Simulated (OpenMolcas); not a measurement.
## Lines of Kr³⁺: computed and rescaled rates

```json
{
  "Program": "OpenMolcas 26.06",
  "Method": "CASSCF",
  "Basis": "ANO-RCC-VTZP [6s5p3d1f]",
  "Scalar Hamiltonian": "DKH2, point nucleus",
  "Active space": "5 electrons in 8 orbitals (4s 4p 5s 5p)",
  "State averaging": "2S+1 = 4 odd, 1 root; 2S+1 = 2 odd, 8 roots; 2S+1 = 4 even, 3 roots; 2S+1 = 2 even, 9 roots",
  "Spin-orbit coupling": "state interaction with AMFI integrals over the reference wave functions, term energies averaged over their components"
}
```

Rates come from the transition moments of the reference wave functions (E1 and E2 in the length form). At fixed line strength A goes as λ^-3 for E1 and M1 and as λ^-5 for E2, so a rate at the computed wavelength can be rescaled to the measured one. Measured vacuum wavelengths follow from level energies in Saloman, J. Phys. Chem. Ref. Data 36, 215 (2007). Branching counts decays inside the model space alone, at computed energies, and the table is only a selection of the E2 and M1 lines, drawn from those between levels with measured partners whose computed energy lies within a factor of 1.5 of the measured one.

| Upper | Lower | Type | λ computed (nm) | λ measured (nm) | A computed (s-1) | A rescaled (s-1) | Branching % |
| --- | --- | --- | --- | --- | --- | --- | --- |
| 4s2 4p3 2D* 5/2 | 4s2 4p3 2D* 3/2 | M1 | 5678 | 6014 | 5.15e-02 | 4.33e-02 | 25.9 |
| 4s2 4p3 2P* 1/2 | 4s2 4p3 2D* 3/2 | M1 | 894.2 | 713.3 | 3.16e+00 |  | 24.0 |
| 4s2 4p3 2P* 1/2 | 4s2 4p3 2D* 3/2 | E2 | 894.2 | 713.3 | 1.28e-01 | 3.96e-01 | 1.0 |
| 4s2 4p3 2P* 3/2 | 4s2 4p3 2D* 5/2 | M1 | 862.5 | 680 | 3.27e+00 |  | 10.6 |
| 4s2 4p3 2P* 3/2 | 4s2 4p3 2D* 5/2 | E2 | 862.5 | 680 | 1.74e-01 | 5.71e-01 | 0.6 |
| 4s2 4p3 2P* 3/2 | 4s2 4p3 2D* 3/2 | M1 | 748.8 | 610.9 | 8.18e+00 |  | 26.5 |
| 4s2 4p3 2D* 3/2 | 4s2 4p3 4S* 3/2 | M1 | 470.4 | 586.9 | 3.23e+00 |  | 99.1 |
| 4s2 4p3 2D* 3/2 | 4s2 4p3 4S* 3/2 | E2 | 470.4 | 586.9 | 2.84e-02 |  | 0.9 |
| 4s2 4p3 2D* 5/2 | 4s2 4p3 4S* 3/2 | M1 | 434.4 | 534.8 | 8.13e-02 |  | 40.9 |
| 4s2 4p3 2D* 5/2 | 4s2 4p3 4S* 3/2 | E2 | 434.4 | 534.8 | 6.62e-02 |  | 33.3 |
| 4s2 4p3 2P* 1/2 | 4s2 4p3 4S* 3/2 | M1 | 308.3 | 322 | 9.82e+00 |  | 74.5 |
| 4s2 4p3 2P* 3/2 | 4s2 4p3 4S* 3/2 | M1 | 288.9 | 299.4 | 1.91e+01 |  | 61.8 |

Spin-changing lines and M1 lines between different terms are not rescaled, since their strength hangs on the term gaps too.

The largest correction is for 4s2 4p3 2P* 3/2 → 4s2 4p3 2D* 5/2 (E2): 1.74e-01 × (862.5 / 680)^5 = 5.71e-01 s-1, a factor of 3.28.

No measured rate stands beside these. Rescaling mends the energy factor alone: line strengths can still be far off where a level mixes with configurations outside the active space, and weak or spin-changing lines hang on small mixing coefficients that depend on the term gaps too, so rescaling need not improve them.

Active for correlation alone: 5p 5s; no level in the range computed is led by a configuration that fills them, so any true level of that kind is missing. Measured partners are found by configuration, term and J. A level has none where our copy of the source lacks it or the pairing is in doubt (some pairs that miss far off the trend of their configuration count as doubtful). Only configurations of the active space appear.

* marks odd parity.
